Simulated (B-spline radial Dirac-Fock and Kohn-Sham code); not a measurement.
Photoionisation of xenon ions at Cr Kα (5414.7 eV)

These are calculated numbers from an atomic code on a B-spline grid; the model is the independent-particle Dirac-Slater model, thresholds from Dirac-Fock. Cross sections in kb; a dash marks an empty subshell or a threshold above the photon energy.

```
 ion      configuration  total  2p3/2  3d5/2  4p1/2  4d3/2     5s
  Xe  [Kr] 4d10 5s2 5p6  155.7   76.0   5.08   1.17  0.590  0.195
Xe⁴⁺  [Kr] 4d10 5s2 5p2  155.7   76.0   5.09   1.17  0.598  0.240
Xe⁶⁺      [Kr] 4d10 5s2  155.7   76.0   5.09   1.17  0.607  0.272
```
